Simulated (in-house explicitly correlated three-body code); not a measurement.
Computed with an exponentially correlated three-body code. Model: two electrons around a point charge, non-relativistic, variational in 260 exponentially correlated functions (energies converged to about 1e-7 hartree, or 1e-8 relative for large Z).

Command:
```bash
python run_hyl.py task.json out
```
Settings (lengths in bohr, energies in hartree):
```
Z                      6
nuclear_mass           100000
interaction_strength   1
functions              260
states_tried           13
```

Run time, properties included: 28 s on 1 thread of Intel(R) Xeon(R) Platinum 8375C CPU @ 2.90GHz (Ice Lake), on a shared host.

**Those bound S and P states to n = 4 that converged, binding against the one-electron ion.**

Given: nuclear charge 6; mass of the centre 100000 electron masses.

Computed: one-electron threshold -17.99982 hartree.

```csv
term,energy (hartree),binding (eV)
1 1S,-32.4059157,392.01
2 3S,-21.4205412,93.083
2 1S,-21.2218049,87.675
2 3P,?,?
2 1P,-21.093103,84.173
3 3S,-19.4702082,40.011
3 1S,-19.4176142,38.58
3 3P,-19.4165457,38.551
3 1P,-19.3803227,37.565
4 3S,-18.8145579,22.17
4 1S,?,?
4 3P,-18.7926786,21.575
4 1P,-18.7776932,21.167
```

Task: What belongs in the row 2 3P?

Result: energy (hartree): -21.2215183; binding (eV): 87.667.

Task: What belongs in the row 4 1S?

Result: energy (hartree): -18.7932848; binding (eV): 21.591.

**Converged states only, values per electron or pair.**

| term | mean r (bohr) | mean r squared (bohr²) | mean inverse r (1/bohr) | mean r12 (bohr) | mean inverse r12 (1/bohr) | mean cosine | mean p1 dot p2 (bohr⁻²) | delta r1 (bohr⁻³) | delta r12 (bohr⁻³) |
| --- | --- | --- | --- | --- | --- | --- | --- | --- | --- |
| 1 1S | 0.2668 | 0.095741 | 5.6876 | 0.39532 | 3.4389 | -0.022068 | 0.6852 | 61.442 | 6.1421 |
| 2 3S | ? | ? | ? | ? | ? | ? | ? | ? | - |
| 2 1S | 0.70758 | 0.83332 | 3.6342 | 1.1946 | 1.1666 | -0.010296 | 0.058375 | 37.242 | 0.98448 |
| 2 3P | ? | ? | ? | ? | ? | ? | ? | ? | - |
| 2 1P | 0.63083 | 0.65536 | 3.6204 | 1.0343 | 1.2587 | 0.0385 | 1.8428 | 34.455 | 0.23272 |
| 3 3S | 1.4026 | 3.7475 | 3.2864 | 2.572 | 0.49642 | -0.0023288 | 0.014359 | 35.269 | - |
| 3 1S | 1.4474 | 4.0156 | 3.2807 | 2.6591 | 0.53262 | -0.003287 | 0.017989 | 35.21 | 0.28833 |
| 3 3P | 1.3488 | 3.4941 | 3.2811 | 2.468 | 0.54003 | -0.017032 | -0.47152 | 34.282 | - |
| 3 1P | 1.3826 | 3.6861 | 3.2766 | 2.5278 | 0.55904 | 0.009639 | 0.48452 | 34.389 | 0.076577 |
| 4 3S | 2.4281 | 11.974 | 3.1598 | 4.6155 | 0.28851 | -0.001001 | 0.0059686 | 34.745 | - |
| 4 1S | 2.4879 | 12.607 | 3.1575 | 4.734 | 0.30306 | -0.0014144 | 0.0076767 | 34.726 | 0.1206 |
| 4 3P | 2.3902 | 11.683 | 3.1576 | 4.5409 | 0.30595 | -0.0067727 | -0.18461 | 34.339 | - |
| 4 1P | 2.4348 | 12.146 | 3.1558 | 4.6273 | 0.31406 | 0.0038255 | 0.19595 | 34.38 | 0.03336 |

Task: What belongs in the row 2 3S?

Result: mean r (bohr): 0.67707; mean r squared (bohr²): 0.75151; mean inverse r (1/bohr): 3.6559; mean r12 (bohr): 1.1447; mean inverse r12 (1/bohr): 1.0299; mean cosine: -0.0071747; mean p1 dot p2 (bohr⁻²): 0.049599; delta r1 (bohr⁻³): 37.524.

Task: What belongs in the row 2 3P?

Result: mean r (bohr): 0.60729; mean r squared (bohr²): 0.60116; mean inverse r (1/bohr): 3.6368; mean r12 (bohr): 1.0201; mean inverse r12 (1/bohr): 1.1988; mean cosine: -0.068479; mean p1 dot p2 (bohr⁻²): -1.9792; delta r1 (bohr⁻³): 34.003.
